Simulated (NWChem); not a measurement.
System: SnBr2, singlet; SMILES [Br][Sn][Br]

NWChem input:

```
start job
memory heap 200 mb stack 900 mb global 1100 mb
geometry units angstroms noautoz
  Sn     0.000000     0.000000     0.954963
  Br    -1.941777     0.000000    -0.680978
  Br     1.941777     0.000000    -0.680978
end
basis spherical
  * library def2-svp
end
ecp
  Sn library def2-ecp
end
dft
  xc n12
  iterations 150
  mulliken
end
task dft energy
```

Low-valent species are run as closed-shell singlets; no triplet was tried in these runs. Coordinates come from a PBE0/def2-SVP optimisation. def2 effective core potentials on Sn; no spin-orbit coupling.

Q: Predict the main results of this run. (N12/def2-SVP with def2 effective core potentials on Sn.) Quantities: energy (Ha); highest occupied level (eV); orbital gap (eV); dipole (D).

A: The energy (Ha) comes out as -5365.65 and the highest occupied level (eV) comes out as -6.34. The orbital gap (eV) comes out as 2.79 and the dipole (D) is 2.89.
